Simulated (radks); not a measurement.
Question: Excited configurations of Gd III: one electron is placed in a higher orbital outside [Xe] 4f7. The ground configuration is [Xe] 4f7 5d1. All-electron calculation, Dirac Kohn-Sham, BLYP, spin-unpolarised, spherical densities, finite nucleus; open shells fill j = l - 1/2 first; Fermi nuclear charge, rms radius 5.1569 fm. Program: a radial shooting solver on a logarithmic mesh with Libxc functionals. Excitation = E - E(ground); binding = E(ion) - E, where the ion is the core of charge +3; n* = 3/sqrt(2 binding) in atomic units, and the quantum defect is n - n*.

| outer orbital | excitation (eV) | binding (eV) | n* | quantum defect | eigenvalue (eV) | <r> (bohr) |
|---|---|---|---|---|---|---|
| 5f5/2 | 12.098 | 7.911 | 3.934 | 1.066 | -6.120 | 5.593 |
| 6s1/2 | 0.475 | 19.535 | 2.504 | 3.496 | -16.258 | 3.320 |
| 6p1/2 | 4.623 | 15.386 | 2.821 | 3.179 | -12.645 | 3.867 |
| 6d3/2 | 10.505 | 9.504 | 3.589 | 2.411 | -7.836 | 5.658 |
| 7s1/2 | 9.983 | 10.027 | 3.495 | 3.505 | -8.542 | 6.327 |
| 7p1/2 | 11.479 | 8.530 | 3.789 | 3.211 | -7.196 | 7.147 |
| 7d3/2 | 13.996 | 6.014 | 4.512 | 2.488 | -5.020 | 9.530 |
| 7f5/2 | 16.156 | 3.853 | 5.637 | 1.363 | -3.216 | 14.45 |

Estimate the row for 6f5/2.

Answer: excitation (eV) 14.622; binding (eV) 5.387; n* 4.768; quantum defect 1.232; eigenvalue (eV) -4.380; <r> (bohr) 9.579. The Delta-SCF ionisation energy is 20.010 eV (NIST Atomic Spectra Database: 20.54 eV, semi-empirical). Self-interaction in the functional shifts the binding energies and quantum defects, so they are the method's values and not measured ones. Spin polarisation and multiplet splitting are left out, so open shells lie too high by an amount that depends on their filling.

Beside tabulated values, note that spin-unpolarised runs miss the spin-polarisation part of the exchange energy of open shells.
